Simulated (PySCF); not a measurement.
A GIAO shielding run with PySCF (density fitting, non-relativistic, gas phase) on `C[SiH2]C(=O)[C@@H]1CC[SiH2][C@H]1F`, C6H13FOSi2:

```
$ OMP_NUM_THREADS=1 python probes_run.py task.json out

{"job": {"kind": "nmr", "xc": "PBE0", "basis": "pcSseg-1"}, "charge": 0, "multiplicity": 1}
C      3.529874    -0.227534    -0.725153
Si     2.338892     0.194207     0.679726
C      0.578074     0.391557    -0.067830
O      0.385985     0.339533    -1.267970
C     -0.595366     0.561822     0.848599
C     -1.205650    -0.840952     1.038152
C     -1.712409    -1.346900    -0.314057
Si    -2.282417     0.219434    -1.249472
C     -1.634528     1.404788     0.117109
F     -2.653547     1.741541     0.997567
H      4.549020    -0.331105    -0.363904
H      3.521473     0.548984    -1.485661
H      3.252299    -1.159028    -1.212072
H      2.652921     1.470212     1.331619
H      2.266296    -0.863636     1.694068
H     -0.296040     0.989926     1.809154
H     -0.472662    -1.519107     1.481785
H     -2.042687    -0.740368     1.731618
H     -0.917889    -1.862958    -0.851053
H     -2.514284    -2.068376    -0.169098
H     -1.795231     0.462223    -2.596133
H     -3.749376     0.308041    -1.201456
H     -1.207499     2.354683    -0.215458
```

Hardware: 1 thread of an Arm Neoverse N1, shared host. The job also computes population analyses, field gradients, ring-centre shieldings.

Q: How large is the calculation?

A: 94 electrons, 249 basis functions and 1336 auxiliary functions.

Q: How long does it take, and how much memory does it need?

A: 2.5 min of wall time, with 14 SCF cycles and 5 response iterations; peak memory 1.2 GiB. Times on a shared host scatter by some tens of per cent.
